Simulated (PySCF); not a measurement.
**Question.** Write a Z-matrix for `[SiH3][SiH2]O[SiH2]P` as optimised with PBE0-D3(BJ)/def2-SVP.

**Answer.** 
Z-matrix in Å and degrees, rows numbered from 1:
```
Si
Si  1  2.3478
O   2  1.6688  1  110.29
Si  3  1.6600  2  139.90  1    71.13
P   4  2.2659  3  108.44  2     9.30
H   1  1.4966  2  109.84  3  -176.59
H   1  1.4953  2  109.83  3   -56.68
H   1  1.4957  2  110.45  3    63.39
H   2  1.4922  1  110.97  3  -119.38
H   2  1.4990  1  109.65  3   120.99
H   4  1.4913  3  108.43  2   133.09
H   4  1.4933  3  110.06  2  -107.60
H   5  1.4287  4   94.40  3    83.11
H   5  1.4294  4   92.88  3   177.37
```

Si4 (oxygen-bound silicon) is distorted tetrahedral (angles from 107.1° to 113.6°). O3 (siloxane oxygen) is bent (angle 139.9°). P5 (three-coordinate phosphorus) is pyramidal (angles 94.4°, 94.0° and 92.9°, sum 281.3°, 0.86 Å off the plane of its three neighbours). Si1 (SiH3 silicon) is tetrahedral (angles from 108.8° to 110.4°).

The calculation used PBE0-D3(BJ)/def2-SVP geometry optimisation, gas phase (PySCF 2.14.0).

Point group: C1 (no symmetry element, even within 0.4 Å). No PBE0-D3(BJ)/def2-SVP frequencies stand behind this structure, so it isn't proved a minimum. The numbers are those of one conformer (Si1–Si2–O3–Si4 71°, Si2–O3–Si4–P5 9°, O3–Si4–P5–H 83° and 177°).
